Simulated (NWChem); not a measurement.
**Correlation energy of CCl$_{2}$**

```xyz
3

Cl     1.4022     0.0000     0.1491
C      0.0000     0.0000    -0.8450
Cl    -1.4022     0.0000     0.1491
```
Charge 0, spin multiplicity 1.

Everything below was run with NWChem. The geometry was optimised at PBE0/def2-SVP, a minimum by its harmonic frequencies.

Basis set: STO-3G. Each correlation energy counts from its own Hartree-Fock reference.

The correlated methods keep 11 core orbitals frozen. The structure started from a generated list of species. No row is a measurement; the coupled-cluster row has its own basis-set and correlation limits.

Question: For the correlation energy, CCSD gives -85.0 mHa and CCSDT gives -90.0 mHa. What do CR-CCSD(T), MP2 give?

Answer: CR-CCSD(T): -88.6 mHa; MP2: -65.1 mHa.
